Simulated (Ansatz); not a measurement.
C₃H₈SSi, SMILES `CC[SiH2]C=S`, 13 atoms. The species carries charge 0 and has multiplicity 1. All runs use 4 threads of an Arm Neoverse V1 on a shared host. Correlated methods freeze the cores.

Problem. Give the basis size and wall time and peak host memory of each of these runs in Ansatz. RKS PBE0-D4/def2-TZVP frequencies; RHF-MP2/def2-QZVPP energy; RKS revPBE-D4/def2-TZVPP energy; RKS ωB97M-V/def2-SVP energy; RKS CAM-B3LYP-D4/def2-TZVPP energy; RHF-CCSD(T)/def2-TZVPP energy; RKS ωB97M-V/def2-QZVPP energy; RHF-CCSD(T)/def2-SVP energy; RKS PBE0-D4/def2-TZVP relaxation (7 steps); RKS PBE-D4/def2-TZVPP energy and forces; direct RPA on PBE orbitals/def2-TZVPP energy; RKS PBE0-D4/def2-QZVPP energy. (An estimate is asked.)

Solution. Computed: Other jobs shared the machine, so times are rough.

| level | job | functions | wall time | peak host memory (GiB) |
| --- | --- | --- | --- | --- |
| RKS revPBE-D4/def2-TZVPP | energy | 289 | 2.9 s | 0.43 |
| RKS PBE-D4/def2-TZVPP | energy and forces | 289 | 3.5 s | 0.43 |
| RKS CAM-B3LYP-D4/def2-TZVPP | energy | 289 | 5.5 s | 0.95 |
| RKS ωB97M-V/def2-SVP | energy | 118 | 6 s | 0.61 |
| RHF-CCSD(T)/def2-SVP | energy | 118 | 7.5 s | 0.61 |
| direct RPA on PBE orbitals/def2-TZVPP | energy | 289 | 8.5 s | 0.82 |
| RKS PBE0-D4/def2-QZVPP | energy | 551 | 13 s | 2.4 |
| RKS ωB97M-V/def2-QZVPP | energy | 551 | 29 s | 2.8 |
| RKS PBE0-D4/def2-TZVP | relaxation (7 steps) | 215 | 34 s | 0.62 |
| RHF-MP2/def2-QZVPP | energy | 551 | 41 s | 4.2 |
| RKS PBE0-D4/def2-TZVP | frequencies | 215 | 4.1 min | 0.63 |
| RHF-CCSD(T)/def2-TZVPP | energy | 289 | 4.3 min | 8.6 |
